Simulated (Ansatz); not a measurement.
A run for Ansatz (a quantum-chemistry and plane-wave program): U-wB97X-V/def2-TZVPP on BrFSi (SMILES F[Si]Br), a point of a bond scan (R = 1.288 Å).

Ansatz 0.2 input:
```yaml
crystal:
  periodic: [false, false, false]
  atoms:
    - {symbol: Si, position_ang: [0.53911481, 0.71882120, 1.00578709]}
    - {symbol: F, position_ang: [0.88251929, 1.64224184, 0.17689703]}
    - {symbol: Br, position_ang: [-0.46465545, -0.76918199, -0.39451685]}
basis:
  gaussian:
    orbitals: def2-TZVPP
hamiltonian:
  xc: {name: wB97X-V}
magnetization: {spin_polarized: true, initial_magnetization: 0}
```

Task: What total energy does the run end on?

Result: -2963.1885 hartree.

Task: How many basis functions does it have, and what does it roughly cost on one machine?

Result: 121 functions; roughly 12 core-seconds.
